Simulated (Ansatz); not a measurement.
Total energies of tetramethylammonium hexafluoroantimonate, `C[N+](C)(C)C.[F][Sb-]([F])([F])([F])([F])[F]` from Ansatz at PBE-D4/def2-SVP, gas phase (1 Eh = 27.2114 eV = 2625.5 kJ/mol). The reference geometry is relaxed at PBE-D4/def2-SVP.

| state | geometry | energy (Eh) |
| --- | --- | --- |
| charge 0 singlet | reference | -1052.33693 |
| charge 1 doublet | reference | -1051.94851 |
| charge -1 doublet | reference | -1052.33166 |
| charge -1 doublet | relaxed at PBE-D4/def2-SVP | -1052.35888 |
| free C atom (triplet) | – | -37.75124 |
| free N atom (quartet) | – | -54.46658 |
| free H atom (doublet) | – | -0.49863 |
| free F atom (doublet) | – | -99.53976 |
| free Sb atom (quartet) | – | -240.20171 |

In the def2 sets Sb takes a core potential; there is no spin–orbit coupling.

Question: Work out the vertical ionisation energy to the doublet.

Answer: E(charge 1 doublet) − E(charge 0 singlet) = -1051.94851 − (-1052.33693) = 0.38842 Eh = 10.57 eV. For comparison, −ε of the highest occupied level is 7.42 eV at this level, 3.15 eV less.

Question: Work out the vertical electron affinity, to the doublet.

Answer: E(charge 0 singlet) − E(charge -1 doublet) = -1052.33693 − (-1052.33166) = -0.00527 Eh = -0.14 eV; negative, so the extra electron isn't bound. The basis lacks diffuse functions, which makes affinities too small.

Question: Give the fundamental gap IE − EA, the Mulliken electronegativity (IE + EA)/2 and the hardness (IE − EA)/2.

Answer: From the values in Eh: IE − EA = 0.38842 − (-0.00527) = 0.39369 Eh = 10.71 eV; (IE + EA)/2 = 5.21 eV; (IE − EA)/2 = 5.36 eV. The HOMO–LUMO gap of the same run is 4.96 eV, 5.75 eV smaller than the fundamental gap.

Question: How much does the charge -1 doublet relax, and what is the adiabatic electron affinity?

Answer: Relaxation: -1052.33166 − (-1052.35888) = 0.02722 Eh = 0.74 eV. Adiabatic electron affinity: 0.02195 Eh = 0.60 eV, without zero-point energy. 

Question: What is the binding energy per atom against free atoms?

Answer: Atoms: 4 × (-37.75124) + 1 × (-54.46658) + 12 × (-0.49863) + 6 × (-99.53976) + 1 × (-240.20171) = -1048.89537 Eh. Binding: -1048.89537 − (-1052.33693) = 3.44156 Eh = 93.65 eV, or 3.90 eV for each of 24 atoms (no zero-point energy, no counterpoise term).

At PBE-D4/def2-SVP the gap within one spin of the charge 1 doublet nearly closes, so an electron or hole may be smeared out by delocalisation error. At PBE-D4/def2-SVP the highest occupied level of the charge -1 doublet lies above zero (up to 2.31 eV). By energy differences it is unbound by 0.14 eV (vertical, to the charge 0 singlet, at PBE-D4/def2-SVP) and held by the finite basis. At PBE-D4/def2-SVP the highest occupied level of the relaxed charge -1 doublet lies above zero (up to 1.21 eV). By energy differences its removal costs 0.60 eV (each at its own geometry, to the charge 0 singlet, at PBE-D4/def2-SVP); self-interaction error and the lack of diffuse functions both raise the level.
